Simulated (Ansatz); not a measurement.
Abridged output of a molecular run in Ansatz:

```
Functional definition: HF
1608 factors; integrals over basis functions are off by at most 8.5e-4 eV
mean field evaluation 1: about -72611.9932 eV, gradient 3.7e1 eV
mean field evaluation 2: about -72612.2604 eV, gradient 3.7e1 eV
mean field evaluation 4: about -72615.6849 eV, gradient 3.8e0 eV
mean field evaluation 8: about -72615.7479 eV, gradient 3.5e-1 eV
mean field -72615.74884197 eV, -2668.5795492200 hartree, gradient 7.7e-6 eV, S^2 0.000000; 0 other end points of the search recorded, 0 dependent functions left out
17 core orbitals not correlated: weight in the atoms' cores, before any rotation towards them, 1.000 or more for the frozen orbitals, at most 0.000 for the correlated occupied ones
reference -72615.74884197 eV, -2668.5795492200 hartree; 20, 20 occupied and 230, 230 virtual orbitals, 1608 factors
second order -26.92221860 eV of doubles, -0.00000000 eV of singles
cycle   1  -27.10891082 eV  change   -1.9e-1 eV  update   1.2e-1
cycle   2  -27.87297936 eV  change   -7.6e-1 eV  update   3.5e-2
cycle   3  -28.00770415 eV  change   -1.3e-1 eV  update   1.7e-2
cycle   4  -27.99415958 eV  change    1.4e-2 eV  update   4.1e-3
cycle   5  -27.99423065 eV  change   -7.1e-5 eV  update   1.7e-3
cycle   6  -27.99436180 eV  change   -1.3e-4 eV  update   5.1e-4
cycle   7  -27.99416617 eV  change    2.0e-4 eV  update   1.8e-4
cycle   8  -27.99416841 eV  change   -2.2e-6 eV  update   7.4e-5
cycle   9  -27.99419379 eV  change   -2.5e-5 eV  update   2.7e-5
perturbative correction -1.22959021 eV, -0.0451866067 hartree
Total energy: -72644.97262596 eV, -2669.6535034732 hartree
```

Its atoms:

```xyz
11

N     0.3738   -2.2178    0.3545
C     0.4487   -0.8637    0.1350
Cl    2.0951   -0.3093    0.1383
C    -0.5617   -0.0039   -0.0051
Ge   -0.3774    1.9068   -0.1634
H    -0.5263   -2.6273    0.1605
H     1.1521   -2.7617    0.0198
H    -1.5615   -0.4297   -0.0120
H    -1.7917    2.5041   -0.2654
H     0.4169    2.2927   -1.4239
H     0.3319    2.5098    1.0616
```

Problem. Which basis set was used?
A. cc-pV(D+d)Z
B. def2-QZVPP
C. def2-SVPD
D. def2-TZVPP

Solution. D. It gives 267 functions.

Problem. Write the keys of the input that set method, charge and spin (a neutral closed shell needs none for the last two).

Solution. 
```yaml
correlation: {method: ccsd_t}
```
